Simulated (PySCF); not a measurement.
## Basis and Hamiltonian dependence of the ionisation energy of Ru

Ru [Kr] 4d7 5s1 (5F) → Ru⁺ [Kr] 4d7 (4F). Calculated with PySCF 2.14 from differences of total energies of unrestricted determinants, without spin-orbit coupling. Values in eV.

```csv
basis,Hamiltonian,functions,UHF,LDA,PBE0,MP2 (valence),CCSD(T) (valence),CCSD(T) (valence and next inner shell)
x2c-SVPall,spin-free X2C,53,6.303,8.020,n/a,6.844,n/a,n/a
aug-cc-pVDZ-PP with ECP28MDF,ECP,54,6.296,8.098,7.510,7.131,7.164,n/a
def2-TZVPPD with the def2 core potential (28 electrons),ECP,56,6.301,8.080,7.503,7.077,7.081,7.242
x2c-TZVPall,spin-free X2C,63,6.297,8.027,7.460,6.900,n/a,n/a
cc-pVTZ-PP with ECP28MDF,ECP,63,6.291,n/a,7.518,7.100,n/a,n/a
ANO-RCC-VTZP,spin-free X2C,68,6.311,8.089,7.488,7.158,7.166,7.319
aug-cc-pwCVDZ-PP with ECP28MDF,ECP,70,6.291,8.110,7.515,7.133,7.154,7.341
x2c-TZVPPall,spin-free X2C,79,6.297,8.027,7.459,7.084,7.090,7.238
def2-QZVPPD with the def2 core potential (28 electrons),ECP,88,6.322,8.139,7.544,7.194,7.216,7.383
aug-cc-pVTZ-PP with ECP28MDF,ECP,88,6.292,8.118,7.518,7.180,7.211,n/a
aug-cc-pVTZ-DK,spin-free X2C,102,6.296,8.046,7.469,7.184,7.212,n/a
"aug-cc-pVTZ-PP with one added diffuse shell each of s, p, d, f, g type with ECP28MDF",ECP,113,6.292,8.118,7.518,7.185,n/a,n/a
x2c-QZVPPall,spin-free X2C,118,6.295,8.026,7.459,7.179,n/a,n/a
"aug-cc-pwCVTZ-DK with one added diffuse shell each of s, p, d, f, g type",spin-free X2C,161,6.294,8.024,7.458,7.191,n/a,n/a
```

Frozen in the all-electron rows: valence: [Kr]; valence and next inner shell: [Ar] 3d10; with a core potential, the same shells as far as they lie outside it.

Reference for a calculation without spin-orbit coupling: 7.365 eV (measured, between term centres; NIST).
